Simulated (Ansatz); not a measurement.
Mulliken charges of CH2BF3O2Se, SMILES `OB(O)[Se]C(F)(F)F` from r2SCAN/def2-TZVPP in Ansatz (PBE0-D4/def2-TZVP geometry).

```csv
atom,x (Å),y (Å),z (Å),charge (e)
O1,1.330,0.241,0.897,-0.311
B2,0.162,0.919,0.855,0.237
O3,-0.007,2.063,1.556,-0.310
Se4,-1.461,0.396,-0.163,-0.004
C5,-0.676,-1.047,-1.222,0.424
F6,-1.641,-1.701,-1.855,-0.146
F7,0.191,-0.607,-2.136,-0.153
F8,-0.006,-1.942,-0.468,-0.177
H9,1.342,-0.608,0.448,0.223
H10,0.764,2.286,2.088,0.216
```

Q: By hand: the dipole of these point charges (1 e Å = 4.8032 D).

A: Σ q r = (0.022, 0.101, 0.155) e Å, of length 0.186 e Å = 0.89 D.

Q: How does the dipole of the full density compare? (Estimate.)

A: The calculation gave: (0.274, 0.021, 0.217) e Å, 1.68 D; the point charges give 0.53 times that, at 50° from its direction.

Point charges leave out the atoms' own dipoles, such as those of lone pairs, and Mulliken's split depends on the basis, so the two needn't agree.
